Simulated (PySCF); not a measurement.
Si(Cl)3(OSiH3) (Cl3H3OSi2), SMILES [SiH3]O[Si](Cl)(Cl)Cl.

Geometry: PBE0-D3(BJ)/def2-SVP. One conformer was computed; it need not be the lowest.

Vertical ionisation energy (IE) and electron affinity (EA) in eV. Rows of orbital energies are one-electron estimates. Where ΔSCF, EOM or ADC give a negative EA the extra electron is unbound and the value depends on the basis.

```csv
level,IE,EA
"−ε(HOMO), −ε(LUMO), r2SCAN/def2-TZVP (PySCF)",8.25,0.98
"−ε(HOMO), −ε(LUMO), PBE/def2-TZVP (PySCF)",___,___
```

Problem. What belongs in the gaps? (The exact figures need the calculation; the answer reports its results.)

Solution. 
- −ε(HOMO), −ε(LUMO), PBE/def2-TZVP (PySCF), IE: 7.86
- −ε(HOMO), −ε(LUMO), PBE/def2-TZVP (PySCF), EA: 1.39
